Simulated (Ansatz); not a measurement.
CHF₂ (SMILES F[CH-]F), charge -1, singlet, at a GFN2-xTB geometry (a gas-phase anion, which may not be bound at this level). Base run: Ansatz (a quantum-chemistry and plane-wave program) with R2SCAN/6-31G.

The Ansatz input:
Ansatz 0.2 input:
```yaml
crystal:
  periodic: [false, false, false]
  atoms:
    - {symbol: C, position_ang: [-0.12204909, -0.00422136, 0.64509125]}
    - {symbol: F, position_ang: [-0.02347795, 1.13289904, -0.27210005]}
    - {symbol: F, position_ang: [0.00314120, -1.13074558, -0.28187669]}
    - {symbol: H, position_ang: [0.91532526, 0.00594698, 1.11524321]}
basis:
  gaussian:
    orbitals: 6-31G
hamiltonian:
  xc: r2scan
total_charge: -1
```

The base run was repeated with changes; each row names its change, and settings that it needs were set with it.

| change | ΔE vs base (mEh) |
|---|---|
| base | 0.000 |
| occupation = up:A':7 A'':6 down:A':7 A'':6 | 495.7 |
| occupation = up:A':8 A'':5 down:A':8 A'':5 | 0.000 |
| occupation = up:A':9 A'':4 down:A':9 A'':4 | 1030.9 |
| symmetry_tolerance_ang = 0.01 | 0.000 |

A gas-phase anion may not be bound at this level; its values then depend on the basis.
